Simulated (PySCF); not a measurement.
Isomers of C4H10N2OSi2, from PBE0-D3(BJ)/def2-SVP geometry optimisation, gas phase in PySCF. One conformer each, no zero-point energy, no frequencies.

**Question.** Which is lower in electronic energy at this level?
A. `[CH3:1][O:2][Si@@H:3]1[CH2:4][C@H:5]([C:6]#[N:7])[SiH2:8][NH:9]1` with C1–O2–Si3–C4 -100°, O2–Si3–C4–C5 -141°, Si3–C4–C5–C6 162°, C4–C5–Si8–N9 -32°, C5–Si8–N9–Si3 16°: A = 2284, B = 673.8, C = 560.3 MHz, dipole 5.14 D
B. `[CH:1]#[C:2][Si:3]1([O:4][CH2:5][CH3:6])[NH:7][SiH2:8][NH:9]1` with C2–Si3–O4–C5 20°, Si3–O4–C5–C6 78°: A = 1816, B = 832.3, C = 690.0 MHz, dipole 1.44 D

**Answer.** A. That is `CO[Si@@H]1C[C@H](C#N)[SiH2]N1`, 5.7 kcal/mol below the other.

```json
{"SMILES": "CO[Si@@H]1C[C@H](C#N)[SiH2]N1", "mapped SMILES": "[CH3:1][O:2][Si@@H:3]1[CH2:4][C@H:5]([C:6]#[N:7])[SiH2:8][NH:9]1", "E (Eh)": "-921.17722", "relative (kcal/mol)": "0.0", "relative (kJ/mol)": "0.0", "dipole (D)": "5.14"}
{"SMILES": "C#C[Si]1(OCC)N[SiH2]N1", "mapped SMILES": "[CH:1]#[C:2][Si:3]1([O:4][CH2:5][CH3:6])[NH:7][SiH2:8][NH:9]1", "E (Eh)": "-921.16806", "relative (kcal/mol)": "5.7", "relative (kJ/mol)": "24.1", "dipole (D)": "1.44"}
```

As drawn, the lower has a C≡N group, which the higher lacks; the higher has a four-membered ring and a C≡C bond, which the lower lacks.
